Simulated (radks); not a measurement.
Values are calculated unless marked as measured or tabulated.
Question: Ta, 73 electrons, occupied as [Xe] 4f14 5d3 6s2 (the NIST ground configuration). Code: a radial shooting solver on a logarithmic mesh with Libxc functionals. Model: Dirac Kohn-Sham, BLYP, spin-unpolarised, spherical densities, finite nucleus; open shells fill j = l - 1/2 first; Fermi nuclear charge, rms radius 5.3507 fm. Some entries of the table are withheld. Estimate them.

orbital  occ.  eigenvalue (eV)  <r> (bohr)
1s1/2       2        -67260.47     0.01867
2s1/2       2        -11548.59     0.07834
2p1/2       2        -11039.64     0.06487
2p3/2       4        -9769.107     0.07271
3s1/2       2        -2644.739         (1)
3p1/2       2        -2417.968      0.1942
3p3/2       4        -2144.469      0.2088
3d3/2       4              (2)      0.1829
3d5/2       6              (3)      0.1874
4s1/2       2        -538.4335         (4)
4p1/2       2        -444.8706         (5)
4p3/2       4        -381.8497         (6)
4d3/2       4        -227.8979      0.5165
4d5/2       6        -216.3216      0.5280
5s1/2       2         -72.2251       1.102
5p1/2       2         -45.1380       1.222
5p3/2       4         -36.3947       1.330
4f5/2       6         -25.0681      0.6344
4f7/2       8         -23.0863      0.6455
6s1/2       2          -5.2232       3.326
5d3/2       3          -3.6017         (7)
5d5/2       0          -3.0321         (8)
6p1/2       0          -1.5681       4.722
6p3/2       0          -1.1598       5.310

Answer: 
(1) 3s1/2 <r> (bohr): 0.2043
(2) 3d3/2 eigenvalue (eV): -1760.566
(3) 3d5/2 eigenvalue (eV): -1700.986
(4) 4s1/2 <r> (bohr): 0.4587
(5) 4p1/2 <r> (bohr): 0.4644
(6) 4p3/2 <r> (bohr): 0.4976
(7) 5d3/2 <r> (bohr): 2.224
(8) 5d5/2 <r> (bohr): 2.344
